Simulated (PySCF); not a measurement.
Zr(Cl)2(OH)2 (Cl2H2O2Zr), SMILES [Zr]([OH])([Cl])([Cl])[OH], multiplicity 1.

Coordinates come from a B3LYP-D3(BJ)/def2-SVP optimisation. The spin state was assumed, not searched. The structure was generated by enumeration; whether it is a known compound was not checked. The def2 effective core potentials stand for the cores of Zr; spin–orbit coupling is left out. Other conformers were not sampled.

Calculation: TDA-PBE/def2-SVPD run with PySCF.

Vertical excitations. Gas-phase values at a fixed geometry. State labels are in the subgroup C2v.

Task: Give excitation energies, oscillator strengths and character. (The exact figures need the calculation; the answer reports its results.)

Result: 
| state | symmetry | energy (eV) | λ (nm) | f | main pairs |
|---|---|---|---|---|---|
| S1 | A2 | 5.41 | 229 | 0.000 | HOMO−1→LUMO 100 % |
| S2 | B2 | 5.50 | 225 | 0.000 | HOMO−2→LUMO 87 % |
| S3 | B1 | 5.57 | 222 | 0.023 | HOMO→LUMO 69 %, HOMO−2→LUMO+1 28 % |
| S4 | B2 | 5.63 | 220 | 0.003 | HOMO→LUMO+1 86 % |
| S5 | A1 | 5.78 | 215 | 0.008 | HOMO−1→LUMO+1 70 %, HOMO−3→LUMO 27 % |
| S6 | B1 | 5.94 | 209 | 0.043 | HOMO−2→LUMO+1 57 %, HOMO−4→LUMO 14 %, HOMO→LUMO 13 %, HOMO−1→LUMO+3 10 % |
| S7 | A1 | 6.06 | 205 | 0.008 | HOMO−3→LUMO 54 %, HOMO→LUMO+2 18 %, HOMO−1→LUMO+1 12 %, HOMO−2→LUMO+3 10 % |
| S8 | A2 | 6.08 | 204 | 0.000 | HOMO−3→LUMO+1 99 % |
| S9 | B1 | 6.14 | 202 | 0.009 | HOMO−4→LUMO 81 % |
| S10 | B2 | 6.19 | 200 | 0.004 | HOMO−5→LUMO 90 % |
| T1 | B1 | 5.12 | 242 | 0 | HOMO→LUMO 99 % |
| T2 | A2 | 5.30 | 234 | 0 | HOMO−1→LUMO 99 % |
| T3 | B2 | 5.36 | 231 | 0 | HOMO−2→LUMO 90 % |
| T4 | A1 | 5.47 | 227 | 0 | HOMO−1→LUMO+1 73 %, HOMO−3→LUMO 24 % |
Triplets are in the Tamm–Dancoff approximation.
